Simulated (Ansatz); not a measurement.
Reaction (redistribution): `[NH2][Zr]([NH2])([F])[Cl]` + `C[N](C)[AlH][NH2]` → `C[N](C)[Zr]([NH2])([F])[Cl]` + `[NH2][AlH][NH2]`

Calculated with Ansatz (gas phase, PBE0-D4/def2-TZVP geometries, no zero-point term in ΔE). CCSD(T)/CBS adds triple-zeta CCSD(T) − MP2 to the extrapolated MP2 energy (def2 sets, frozen cores). This one scheme is used for every species. DFT in def2-TZVPP. HSE06 is defined as in plane-wave codes. Elements past krypton have def2 core potentials. For Zr outer-core shells are correlated without core-valence functions, which leaves a few kJ/mol of doubt a bond. Each species was taken in one conformer, which may not be the lowest.

Task: Is it downhill or uphill in electronic energy at CCSD(T)/CBS, and by how much? (An estimate is asked.)

Result: Ansatz gave: Downhill: ΔE = -18.5 kJ/mol.

Task: What do these levels give: BLYP-D4, BHLYP-D4, ωB97X-V, r2SCANh, HSE06, CCSD/def2-SVP, CCSD/def2-TZVPP, CCSD(T)/def2-TZVPP, MP2/def2-QZVPP, SCS-MP2/def2-QZVPP, MP2/CBS(def2), CCSD/CBS(def2)? (An estimate is asked.)

Result: Ansatz gave: BLYP-D4 -14.4, BHLYP-D4 -13.6, ωB97X-V -12.8, r2SCANh -14.8, HSE06 -12.2, CCSD/def2-SVP -16.9, CCSD/def2-TZVPP -17.4, CCSD(T)/def2-TZVPP -20.0, MP2/def2-QZVPP -22.9, SCS-MP2/def2-QZVPP -19.7, MP2/CBS(def2) -22.3, CCSD/CBS(def2) -15.9 kJ/mol.

Largest T1 diagnostic among the species: 0.016.

In def2-TZVPP, CCSD(T) changes the Hartree–Fock value by −12.7 kJ/mol (the triples alone add −2.6 kJ/mol) and MP2 by −16.4 kJ/mol. The D4 term adds −3.1 kJ/mol with B3LYP and −2.0 kJ/mol with PBE0; it sums over pairs of atoms, weighted by their polarisabilities, and B3LYP, whose exchange is more repulsive, gets the larger term.

B3LYP here is the variant with VWN-RPA as its local correlation; programs differ in this.
